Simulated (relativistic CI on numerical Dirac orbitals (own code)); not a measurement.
**Level scheme of Re¹⁹⁺**

Method of calculation: Dirac-Coulomb-Breit CI, separate exchange-only KLI orbitals for each configuration, model QED (radiative potential, 1s self-energy scaled to tabulated hydrogen-like ionisation energies), unscaled Slater integrals (own radial code, finite nucleus).

Configuration list (outside the closed core [Ar] 3d10): 4s²4p⁶4d¹⁰4f¹⁰, 4s²4p⁶4d¹⁰4f⁹5s, 4s²4p⁶4d¹⁰4f⁸5s5p, 4s²4p⁶4d¹⁰4f⁹5p, 4s²4p⁶4d⁹4f¹¹, 4s²4p⁶4d¹⁰4f⁹5f, 4s²4p⁶4d¹⁰4f⁹6s, 4s²4p⁵4d¹⁰4f¹¹, 4s²4p⁶4d¹⁰4f⁹7s, 4p⁶4d¹⁰4f¹², 4p⁶4d⁹4f¹³, 4p⁵4d¹⁰4f¹³. Double excitations out of closed p, d and f shells are left out; levels of such configurations are missing from the list, as are those of other unlisted configurations, and high levels can miss mixing partners.

The lowest level is 4s²4p⁶4d¹⁰4f¹⁰ ⁵I8, with 86 % of that term; Hund's rules for 4s²4p⁶4d¹⁰4f¹⁰ give ⁵I with J = 8, in agreement.

```
No.   Configuration  Term   J  E (eV)   %  Next component (%)  Landé g  Lifetime (s)
  1  4s²4p⁶4d¹⁰4f¹⁰    ⁵I   8  0.0000  86               13 ³K    1.230              
  2  4s²4p⁶4d¹⁰4f¹⁰    ⁵I   7  2.0947  94                6 ³K    1.167      4.85e-03
  3  4s²4p⁶4d¹⁰4f¹⁰    ⁵I   6  3.2797  84               12 ³H    1.079      1.77e-02
  4  4s²4p⁶4d¹⁰4f¹⁰    ⁵I   5  3.7511  34               24 ³G    1.104      5.29e-01
  5  4s²4p⁶4d¹⁰4f¹⁰    ⁵I   5  4.5906  45               38 ⁵F    1.133      1.77e-02
  6  4s²4p⁶4d¹⁰4f¹⁰    ⁵I   4  4.7968  72               22 ³H    0.668      4.91e-02
  7  4s²4p⁶4d¹⁰4f¹⁰    ³D   2  4.8469  25               24 ⁵S    1.381              
  8  4s²4p⁶4d¹⁰4f¹⁰    ³K   8  5.4412  57               14 ¹L    1.098      2.57e-03
  9  4s²4p⁶4d¹⁰4f¹⁰    ⁵F   4  5.5842  81               15 ³F    1.320      2.81e-02
 10  4s²4p⁶4d¹⁰4f¹⁰    ⁵S   2  6.2815  50               22 ⁵F    1.530      2.70e-02
 11  4s²4p⁶4d¹⁰4f¹⁰    ⁵G   6  6.3057  63               28 ³H    1.260      3.83e-03
 12  4s²4p⁶4d¹⁰4f¹⁰    ⁵F   3  6.3801  78               13 ³D    1.242      2.72e-02
 13  4s²4p⁶4d¹⁰4f¹⁰    ⁵F   1  6.7052  56               37 ³D    0.282      1.15e-02
 14  4s²4p⁶4d¹⁰4f¹⁰    ⁵F   5  6.8893  34               28 ³G    1.245      5.27e-03
 15  4s²4p⁶4d¹⁰4f¹⁰    ³G   4  7.1647  38               35 ⁵G    1.114      7.71e-03
 16  4s²4p⁶4d¹⁰4f¹⁰    ³K   7  7.2555  73               14 ³L    1.013      3.46e-03
 17  4s²4p⁶4d¹⁰4f¹⁰    ³L   9  7.4526  87               13 ³M    1.096      2.61e-02
 18  4s²4p⁶4d¹⁰4f¹⁰    ³H   6  7.9218  59               30 ⁵G    1.197      1.92e-03
 19  4s²4p⁶4d¹⁰4f¹⁰    ³F   4  8.1373  36               20 ¹G    1.084      3.28e-03
 20  4s²4p⁶4d¹⁰4f¹⁰    ⁵F   2  8.2230  33               29 ³F    0.866      6.59e-03
 21  4s²4p⁶4d¹⁰4f¹⁰    ⁵G   5  8.3699  61               20 ³H    1.170      2.37e-03
 22  4s²4p⁶4d¹⁰4f¹⁰    ⁵G   3  8.5001  45               26 ³F    1.039      8.82e-03
 23  4s²4p⁶4d¹⁰4f¹⁰    ³K   6  8.6228  78               10 ¹I    0.897      9.31e-03
 24  4s²4p⁶4d¹⁰4f¹⁰    ³M  10  8.9095  96                4 ¹N    1.094      2.06e-01
 25  4s²4p⁶4d¹⁰4f¹⁰    ⁵F   2  9.0517  25               20 ³F    0.957      3.74e-03
 26  4s²4p⁶4d¹⁰4f¹⁰    ³D   3  9.5820  54               22 ⁵G    1.192      2.94e-03
 27  4s²4p⁶4d¹⁰4f¹⁰    ³L   8  9.6201  54               22 ³K    1.013      2.44e-03
 28  4s²4p⁶4d¹⁰4f¹⁰    ³P   1  9.7082  66               26 ⁵F    1.031      2.79e-03
 29  4s²4p⁶4d¹⁰4f¹⁰    ¹L   8  9.8277  54               23 ³L    0.991      7.25e-03
 30  4s²4p⁶4d¹⁰4f¹⁰    ³F   3  9.9595  52               36 ³G    1.001      4.96e-03
```

Energies count from the lowest computed level; lifetimes are radiative, by E1, M1, E2, M2, E3 decay to levels of this space only; some are left blank where a channel outside the calculation adds to the decay or the decay crosses a small, uncertain gap.

The mean weight of the leading LS term, summed over parents, in these 30 levels is 59 %, and that of the leading jj configuration (from the same eigenvectors) 62 %.

At this charge energies of transitions that change n are usually good to better than 1 %, and those within a shell (Δn = 0) to a few per cent. Terms inside the open d or f shell come out 10 to 20 % too wide with unscaled integrals.

LS names give the leading component of a level, which can be under half, so a name can repeat, a term be missing and a line seem to break the LS rules.
